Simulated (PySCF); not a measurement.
Species: C4H7O (charge 0, doublet). It need not be the lowest isomer of its formula. SMILES: O=CC([CH2])C
Geometry from a B3LYP-D3(BJ)/def2-TZVP (Ansatz) optimisation:
```xyz
12

C     -0.9490    -1.0126    -0.7098
C      0.2445    -0.1592    -0.5083
C      1.4775    -0.9371    -0.0034
C     -0.0127     1.0292     0.3962
O     -1.0713     1.3209     0.8849
H     -1.9155    -0.6963    -0.3481
H     -0.8617    -1.9417    -1.2547
H      0.5466     0.3001    -1.4686
H      1.7415    -1.7230    -0.7108
H      2.3408    -0.2778     0.1075
H      1.2690    -1.4026     0.9607
H      0.8881     1.6519     0.5872
```
Charge 0, spin multiplicity 2.

Dispersion corrections to the total energy (kcal/mol) from the dftd3 and dftd4 libraries through PySCF: D3(BJ) without and D4 with the three-body term, each with the damping fitted for the functional named.

| functional | D3(BJ) | D4 |
|---|---|---|
| r2SCAN | -1.50 | -1.25 |
| CAM-B3LYP | -3.94 | ? |
| PBE0 | -4.57 | ? |
| LC-wPBE | -4.84 | -5.42 |
| PW6B95 | ? | -4.22 |
| HF | -41.60 | -18.85 |
| BLYP | -11.21 | -11.12 |

Task: What belongs in the gaps?

Result: 
- CAM-B3LYP, D4: -4.09
- PBE0, D4: -4.12
- PW6B95, D3(BJ): -2.44
